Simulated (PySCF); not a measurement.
Al(H)(Me)(OMe), SMILES C[O][AlH][CH3] (C2H7AlO), PBE0/def2-SVP optimised geometry.

```
11

Al     0.24     0.68     0.00
H     -0.68     1.98     0.00
C      2.19     0.68     0.00
H      2.58     0.21     0.92
H      2.61     1.69    -0.07
H      2.58     0.09    -0.85
O     -0.54    -0.83     0.00
C     -1.83    -1.34     0.00
H     -2.00    -1.98    -0.89
H     -2.00    -1.98     0.89
H     -2.61    -0.56     0.00
```

Density from PySCF with PBE0/def2-TZVP at that geometry.

Minimum of the electron density along straight lines between bonded atoms, close to the bond critical point (lines longer than 1.1 times the sum of covalent radii, or with two minima, are not listed):

```json
[
 {"bond": "Al1–H2", "length / Å": "1.592", "ρ at the minimum / e bohr⁻³": "0.081", "∇²ρ there / e bohr⁻⁵": "0.20", "position (fraction from the first atom)": "0.50"},
 {"bond": "Al1–C3", "length / Å": "1.946", "ρ at the minimum / e bohr⁻³": "0.088", "∇²ρ there / e bohr⁻⁵": "0.27", "position (fraction from the first atom)": "0.40"},
 {"bond": "C3–H4", "length / Å": "1.103", "ρ at the minimum / e bohr⁻³": "0.262", "∇²ρ there / e bohr⁻⁵": "-0.84", "position (fraction from the first atom)": "0.64"},
 {"bond": "C3–H5", "length / Å": "1.101", "ρ at the minimum / e bohr⁻³": "0.264", "∇²ρ there / e bohr⁻⁵": "-0.85", "position (fraction from the first atom)": "0.64"},
 {"bond": "C3–H6", "length / Å": "1.103", "ρ at the minimum / e bohr⁻³": "0.262", "∇²ρ there / e bohr⁻⁵": "-0.84", "position (fraction from the first atom)": "0.64"},
 {"bond": "Al1–O7", "length / Å": "1.703", "ρ at the minimum / e bohr⁻³": "0.105", "∇²ρ there / e bohr⁻⁵": "0.79", "position (fraction from the first atom)": "0.43"},
 {"bond": "O7–C8", "length / Å": "1.386", "ρ at the minimum / e bohr⁻³": "0.270", "∇²ρ there / e bohr⁻⁵": "-0.51", "position (fraction from the first atom)": "0.66"},
 {"bond": "C8–H9", "length / Å": "1.105", "ρ at the minimum / e bohr⁻³": "0.276", "∇²ρ there / e bohr⁻⁵": "-0.95", "position (fraction from the first atom)": "0.64"},
 {"bond": "C8–H10", "length / Å": "1.105", "ρ at the minimum / e bohr⁻³": "0.276", "∇²ρ there / e bohr⁻⁵": "-0.95", "position (fraction from the first atom)": "0.64"},
 {"bond": "C8–H11", "length / Å": "1.107", "ρ at the minimum / e bohr⁻³": "0.274", "∇²ρ there / e bohr⁻⁵": "-0.94", "position (fraction from the first atom)": "0.64"}
]
```
